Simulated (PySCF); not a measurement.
A structure optimised at PBE0-D3(BJ)/def2-SVP, used in a PySCF frequency run:

```
Si
O 1 1.6499
H 2 0.9625 1 118.61
O 1 1.7348 2 109.60 3 -79.23
C 4 1.2772 1 123.47 2 76.78
N 5 1.1626 1 147.07 2 70.50
H 1 1.4777 2 107.11 3 170.89
Si 1 2.3483 7 117.74 4 -117.01
H 8 1.4918 1 110.14 7 66.35
H 8 1.4934 9 110.39 1 -120.11
H 8 1.4940 9 110.07 10 -120.91
```

**Question.** Write its SMILES and formula.

**Answer.** N#CO[Si@H](O)[SiH3], CH₅NO₂Si₂

**Question.** What are its rotational constants (standard atomic weights)?

**Answer.** 2.6662, 1.7601, 1.2684 GHz
